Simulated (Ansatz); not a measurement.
A nudged elastic band was laid between two geometries of CH3FGe (6 atoms, charge 0, multiplicity 1).

Theory: RKS PBE/def2-SVP (Ansatz 0.2.0).

| Quantity | Value |
| --- | --- |
| movable images | 9 |
| climbing image | yes |
| spring | 5.0 eV/Å² |
| optimiser | quadratic models (default) |
| start path | IDPP |
| force threshold | 0.05 eV/Å |
| iteration limit | 60 |
| end points | relaxed |

Initial state:

```xyz
6
Properties=species:S:1:pos:R:3
C -0.300 0.457 -0.199
Ge 1.378 -0.256 0.639
F 0.871 -1.967 0.599
H -0.284 1.557 -0.332
H -1.170 0.176 0.433
H -0.453 -0.031 -1.186
```

Final state:

```xyz
6
Properties=species:S:1:pos:R:3
C -0.458 0.349 -0.060
Ge 0.831 -0.611 1.140
F 1.739 -1.395 -0.181
H 0.109 1.066 -0.695
H -1.239 0.903 0.499
H -0.940 -0.377 -0.749
```

(1) What changes between the two ends?

(2) Give the energies along the band, and the barrier.

(3) What is the geometry of the highest image?

The band took 4 iterations and of the order of 70 core-seconds.

## Answers

(1) No bond is made or broken. The dihedral H5–C1–Ge2–F3 goes from 59 to 176°. The two ends are copies of one structure, up to a mirror image or an exchange of like atoms.

(2) The run converged. The highest image is number 5 of 0 to 10, 0.1 kcal/mol above the ends, which have the same energy within 2 meV. The top lies less than 8 meV above the higher end, about what the thresholds resolve: that end is a shoulder or a very shallow well. A vibrational analysis at the climbing image gives one clearly imaginary mode, 50i cm⁻¹: a first-order saddle point.

```json
{"image": "0", "path coordinate (Å)": "0.00", "energy (kcal/mol)": "0.0", "dihedral H5–C1–Ge2–F3 (°)": "59"}
{"image": "1", "path coordinate (Å)": "0.22", "energy (kcal/mol)": "0.0", "dihedral H5–C1–Ge2–F3 (°)": "72"}
{"image": "2", "path coordinate (Å)": "0.43", "energy (kcal/mol)": "0.0", "dihedral H5–C1–Ge2–F3 (°)": "84"}
{"image": "3", "path coordinate (Å)": "0.65", "energy (kcal/mol)": "0.0", "dihedral H5–C1–Ge2–F3 (°)": "97"}
{"image": "4", "path coordinate (Å)": "0.86", "energy (kcal/mol)": "0.1", "dihedral H5–C1–Ge2–F3 (°)": "109"}
{"image": "5", "path coordinate (Å)": "1.08", "energy (kcal/mol)": "0.1", "dihedral H5–C1–Ge2–F3 (°)": "121"}
{"image": "6", "path coordinate (Å)": "1.29", "energy (kcal/mol)": "0.1", "dihedral H5–C1–Ge2–F3 (°)": "132"}
{"image": "7", "path coordinate (Å)": "1.50", "energy (kcal/mol)": "0.1", "dihedral H5–C1–Ge2–F3 (°)": "144"}
{"image": "8", "path coordinate (Å)": "1.71", "energy (kcal/mol)": "0.0", "dihedral H5–C1–Ge2–F3 (°)": "155"}
{"image": "9", "path coordinate (Å)": "1.91", "energy (kcal/mol)": "0.0", "dihedral H5–C1–Ge2–F3 (°)": "165"}
{"image": "10", "path coordinate (Å)": "2.12", "energy (kcal/mol)": "0.0", "dihedral H5–C1–Ge2–F3 (°)": "176"}
```

(3) 
```xyz
6
Properties=species:S:1:pos:R:3
C -0.376 0.411 -0.136
Ge 1.135 -0.310 0.970
F 1.288 -1.875 0.127
H -0.077 1.378 -0.600
H -1.248 0.635 0.519
H -0.680 -0.303 -0.927
```

The run took 73 s on 1 thread of Arm Neoverse V1 (shared host), peak memory 0.13 GiB.
